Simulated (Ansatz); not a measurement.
C2H8OSSi, SMILES `CO[SiH2]SC`, relaxed with RKS PBE0-D4/def2-TZVP in the Gaussian-basis code of Ansatz from a GFN2-xTB geometry. The force threshold is 0.005 eV/Å; the program also tests the step.

The species carries charge 0 and has multiplicity 1.

Start:

```xyz
13

C    -1.595    1.673   -1.166
O    -0.774    1.676   -0.034
Si    0.406    0.672    0.403
S    -0.208   -1.352    0.028
C     1.173   -2.243    0.807
H    -1.934    0.662   -1.397
H    -2.456    2.306   -0.954
H    -1.055    2.074   -2.026
H     1.646    0.866   -0.347
H     0.501    0.939    1.825
H     2.110   -1.934    0.356
H     1.005   -3.300    0.632
H     1.181   -2.038    1.873
```

Problem. How much energy does the relaxation release, and in how many steps? (Estimate.)

Solution. Computed: 16.03 kJ/mol, in 54 steps, 7 of them rejected.

Problem. Which bonds change most? (Best estimate.)

Solution. Ansatz gave: O2–Si3 from 1.609 to 1.639 Å; Si3–H9 from 1.462 to 1.490 Å; Si3–H10 from 1.450 to 1.477 Å; Si3–S4 from 2.148 to 2.125 Å.

Problem. Give the relaxed structure. (Estimate.)

Solution. Computed: 
```xyz
13

C    -1.038    1.141   -1.206
O    -0.880    1.587    0.120
Si    0.149    0.891    1.189
S    -0.166   -1.181    1.538
C     0.788   -1.911    0.173
H    -1.528    0.162   -1.235
H    -1.665    1.859   -1.737
H    -0.075    1.070   -1.727
H     1.546    1.024    0.687
H    -0.079    1.592    2.469
H     0.236   -1.866   -0.765
H     0.961   -2.956    0.432
H     1.750   -1.412    0.062
```
